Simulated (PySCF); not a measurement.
Dissociation curve of BF, singlet.

Methods: RMP2/3-21G = restricted MP2 (frozen core)/3-21G in PySCF; RHF/6-31G* = PySCF with restricted Hartree-Fock/6-31G*, spherical d; UKS-B3LYP/6-31G* = PySCF with unrestricted B3LYP/6-31G*, spherical d; RKS-r2SCAN = restricted r2SCAN/cc-pVDZ (PySCF); UHF/cc-pVDZ (PySCF).

Energies are in kcal/mol, each relative to the lowest point of its own curve near equilibrium.

```json
[
 {"R / Å": "0.96", "RMP2/3-21G": "?", "RHF/6-31G*": "123.8", "UKS-B3LYP/6-31G*": "127.4", "RKS-r2SCAN": "127.9", "UHF": "123.2"},
 {"R / Å": "1.01", "RMP2/3-21G": "?", "RHF/6-31G*": "74.9", "UKS-B3LYP/6-31G*": "78.2", "RKS-r2SCAN": "79.4", "UHF": "75.3"},
 {"R / Å": "1.07", "RMP2/3-21G": "61.7", "RHF/6-31G*": "36.9", "UKS-B3LYP/6-31G*": "39.6", "RKS-r2SCAN": "41.2", "UHF": "38.0"},
 {"R / Å": "1.14", "RMP2/3-21G": "26.6", "RHF/6-31G*": "12.4", "UKS-B3LYP/6-31G*": "14.2", "RKS-r2SCAN": "15.6", "UHF": "13.5"},
 {"R / Å": "1.19", "RMP2/3-21G": "12.0", "RHF/6-31G*": "3.8", "UKS-B3LYP/6-31G*": "4.9", "RKS-r2SCAN": "5.8", "UHF": "4.5"},
 {"R / Å": "1.23", "RMP2/3-21G": "5.0", "RHF/6-31G*": "0.7", "UKS-B3LYP/6-31G*": "1.1", "RKS-r2SCAN": "1.6", "UHF": "1.0"},
 {"R / Å": "1.26", "RMP2/3-21G": "?", "RHF/6-31G*": "0.0", "UKS-B3LYP/6-31G*": "0.0", "RKS-r2SCAN": "0.1", "UHF": "0.0"},
 {"R / Å": "1.31", "RMP2/3-21G": "0.0", "RHF/6-31G*": "1.3", "UKS-B3LYP/6-31G*": "0.6", "RKS-r2SCAN": "0.0", "UHF": "0.7"},
 {"R / Å": "1.35", "RMP2/3-21G": "0.8", "RHF/6-31G*": "4.1", "UKS-B3LYP/6-31G*": "2.7", "RKS-r2SCAN": "?", "UHF": "2.9"},
 {"R / Å": "1.38", "RMP2/3-21G": "2.4", "RHF/6-31G*": "6.9", "UKS-B3LYP/6-31G*": "5.0", "RKS-r2SCAN": "3.4", "UHF": "5.3"},
 {"R / Å": "1.48", "RMP2/3-21G": "12.2", "RHF/6-31G*": "19.3", "UKS-B3LYP/6-31G*": "15.8", "RKS-r2SCAN": "12.7", "UHF": "16.3"},
 {"R / Å": "1.58", "RMP2/3-21G": "26.0", "RHF/6-31G*": "?", "UKS-B3LYP/6-31G*": "29.1", "RKS-r2SCAN": "24.7", "UHF": "29.9"},
 {"R / Å": "1.71", "RMP2/3-21G": "45.9", "RHF/6-31G*": "54.3", "UKS-B3LYP/6-31G*": "47.3", "RKS-r2SCAN": "41.7", "UHF": "49.0"},
 {"R / Å": "1.89", "RMP2/3-21G": "73.1", "RHF/6-31G*": "80.9", "UKS-B3LYP/6-31G*": "71.7", "RKS-r2SCAN": "65.0", "UHF": "74.7"},
 {"R / Å": "2.06", "RMP2/3-21G": "96.1", "RHF/6-31G*": "103.3", "UKS-B3LYP/6-31G*": "92.3", "RKS-r2SCAN": "85.1", "UHF": "96.8"},
 {"R / Å": "2.28", "RMP2/3-21G": "121.3", "RHF/6-31G*": "128.3", "UKS-B3LYP/6-31G*": "115.4", "RKS-r2SCAN": "107.7", "UHF": "114.9"},
 {"R / Å": "2.52", "RMP2/3-21G": "143.6", "RHF/6-31G*": "151.2", "UKS-B3LYP/6-31G*": "135.8", "RKS-r2SCAN": "127.8", "UHF": "121.4"},
 {"R / Å": "2.81", "RMP2/3-21G": "164.3", "RHF/6-31G*": "173.9", "UKS-B3LYP/6-31G*": "150.8", "RKS-r2SCAN": "146.3", "UHF": "124.3"},
 {"R / Å": "3.09", "RMP2/3-21G": "178.4", "RHF/6-31G*": "192.0", "UKS-B3LYP/6-31G*": "159.3", "RKS-r2SCAN": "159.7", "UHF": "125.4"},
 {"R / Å": "3.43", "RMP2/3-21G": "188.4", "RHF/6-31G*": "209.8", "UKS-B3LYP/6-31G*": "165.8", "RKS-r2SCAN": "171.2", "UHF": "126.1"},
 {"R / Å": "3.75", "RMP2/3-21G": "191.5", "RHF/6-31G*": "?", "UKS-B3LYP/6-31G*": "169.7", "RKS-r2SCAN": "178.6", "UHF": "126.4"},
 {"R / Å": "4.45", "RMP2/3-21G": "183.0", "RHF/6-31G*": "241.6", "UKS-B3LYP/6-31G*": "174.0", "RKS-r2SCAN": "187.6", "UHF": "126.7"},
 {"R / Å": "5.07", "RMP2/3-21G": "165.7", "RHF/6-31G*": "251.1", "UKS-B3LYP/6-31G*": "175.3", "RKS-r2SCAN": "191.2", "UHF": "126.8"}
]
```

Task: Some entries are withheld; supply them.

Result: 
- 0.96, RMP2/3-21G: 169.6
- 1.01, RMP2/3-21G: 110.6
- 1.26, RMP2/3-21G: 1.9
- 1.35, RKS-r2SCAN: 1.5
- 1.58, RHF/6-31G*: 34.1
- 3.75, RHF/6-31G*: 222.9

The restricted form behind RMP2/3-21G, RHF/6-31G*, RKS-r2SCAN keeps the bonding electrons paired and can't separate into open-shell fragments. The unrestricted determinant behind UKS-B3LYP/6-31G* is spin-contaminated at 2.52 to 5.07 Å (<S²> up to 0.8, against 0.00 for a pure singlet). At the longest distance RKS-r2SCAN leaves fractional charges on the fragments, a sign of delocalisation error or of the restricted form. The unrestricted determinant behind UHF is spin-contaminated at 1.58 to 5.07 Å (<S²> up to 1.0, against 0.00 for a pure singlet).
